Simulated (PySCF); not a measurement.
**Electronic absorption of 1-fluorohexane**

1-fluorohexane, C6H13F.
SMILES: `CCCCCCF`

Computed, not measured: TDDFT PBE0/def2-SVPD, vertical, gas phase, core orbitals frozen in the response in PySCF. One conformer (not necessarily the lowest) at the GFN2-xTB geometry, without solvent, vibrations or thermal averaging. Torsions of this conformer, `[CH3:1][CH2:2][CH2:3][CH2:4][CH2:5][CH2:6][F:7]`: C1–C2–C3–C4 180°, C2–C3–C4–C5 180°, C3–C4–C5–C6 180°, C4–C5–C6–F7 64°.

Task: Predict the UV-vis stick spectrum at this level.

Result: 

```json
{"state": "S1", "E (eV)": "8.38", "λ (nm)": "147.9", "ν̃ (cm⁻¹)": "67630", "f": "0.0004", "|μ| (D)": "0.11", "main configurations (H = HOMO, L = LUMO)": "H→L (96%)"}
{"state": "S2", "E (eV)": "8.72", "λ (nm)": "142.3", "ν̃ (cm⁻¹)": "70290", "f": "0.042", "|μ| (D)": "1.12", "main configurations (H = HOMO, L = LUMO)": "H→L+1 (89%)"}
{"state": "S3", "E (eV)": "8.75", "λ (nm)": "141.7", "ν̃ (cm⁻¹)": "70550", "f": "0.0031", "|μ| (D)": "0.30", "main configurations (H = HOMO, L = LUMO)": "H-1→L (82%)"}
{"state": "S4", "E (eV)": "8.93", "λ (nm)": "138.9", "ν̃ (cm⁻¹)": "71990", "f": "0.0061", "|μ| (D)": "0.42", "main configurations (H = HOMO, L = LUMO)": "H-2→L (70%), H-2→L+1 (11%)"}
{"state": "S5", "E (eV)": "8.97", "λ (nm)": "138.2", "ν̃ (cm⁻¹)": "72370", "f": "0.0026", "|μ| (D)": "0.28", "main configurations (H = HOMO, L = LUMO)": "H→L+2 (97%)"}
{"state": "S6", "E (eV)": "9.07", "λ (nm)": "136.6", "ν̃ (cm⁻¹)": "73180", "f": "0.0062", "|μ| (D)": "0.42", "main configurations (H = HOMO, L = LUMO)": "H-3→L (40%), H-4→L (21%), H-2→L+1 (18%)"}
{"state": "S7", "E (eV)": "9.10", "λ (nm)": "136.3", "ν̃ (cm⁻¹)": "73370", "f": "0.0070", "|μ| (D)": "0.45", "main configurations (H = HOMO, L = LUMO)": "H-4→L (32%), H-1→L+1 (27%), H-3→L (13%)"}
{"state": "S8", "E (eV)": "9.32", "λ (nm)": "133.1", "ν̃ (cm⁻¹)": "75150", "f": "0.0010", "|μ| (D)": "0.17", "main configurations (H = HOMO, L = LUMO)": "H→L+3 (75%)"}
```

Triplets (Tamm–Dancoff): T1 8.27 eV, H→L (92%); T2 8.50 eV, H-1→L (72%); T3 8.52 eV, H→L+1 (76%).

The lowest singlet comes at 148 nm (809 kJ/mol) in the vacuum ultraviolet; it is dark (f under 0.0005); its leading configuration is HOMO→LUMO (96%). The most intense listed level is S2 at 8.72 eV (142 nm, f = 0.042), 0.33 eV above S1. Löwdin shares by element: HOMO carbon 54% or more (atoms not listed hold the other 46%); LUMO carbon 37% or more (atoms not listed hold the other 63%). The oscillator strengths of these states sum to 0.068; summed over the whole spectrum of an exact calculation they would give the number of electrons, 58 (Thomas–Reiche–Kuhn). Of the 8 states listed, 1 reaches f = 0.01 and 1 stays under 0.0005. Weighted by f, the mean energy of these states is 8.82 eV. The window holds the lowest 8 singlets.
